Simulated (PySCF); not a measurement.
## Silicon: a sound run and one with changed settings

Sound run: Si⁺ [Ne] 3s2 3p1, Si²⁺ [Ne] 3s2. Computed with PySCF 2.14 in def2-TZVP, with the non-relativistic Hamiltonian (point nucleus). The sound run starts from symmetry-adapted Hartree-Fock orbitals and uses a fine grid where one is needed.

Changed run: radial step 0.8 in ln r (0.13 in the sound run). This setting is unsound on purpose.

```json
{"species": "Si⁺", "method": "UHF", "sound run (hartree)": "-288.57001", "changed run (hartree)": "-288.57001", "converged": "yes"}
{"species": "Si⁺", "method": "r2SCAN", "sound run (hartree)": "-289.03527", "changed run (hartree)": "-288.93306", "converged": "yes"}
{"species": "Si⁺", "method": "LDA", "sound run (hartree)": "-287.90486", "changed run (hartree)": "-287.84181", "converged": "yes"}
{"species": "Si²⁺", "method": "UHF", "sound run (hartree)": "-287.98800", "changed run (hartree)": "-287.98800", "converged": "yes"}
{"species": "Si²⁺", "method": "r2SCAN", "sound run (hartree)": "-288.42804", "changed run (hartree)": "-288.33494", "converged": "yes"}
{"species": "Si²⁺", "method": "LDA", "sound run (hartree)": "-287.30314", "changed run (hartree)": "-287.25001", "converged": "yes"}
```

Ionisation energy of Si⁺:

```csv
method,sound run (eV),changed run (eV)
UHF,15.837,15.837
r2SCAN,16.524,16.276
LDA,16.373,16.104
```

A coarse radial grid mis-integrates the density and the exchange-correlation energy, with errors of either sign; Hartree-Fock needs no grid.

For comparison, NIST gives 16.346 eV between the lowest levels.
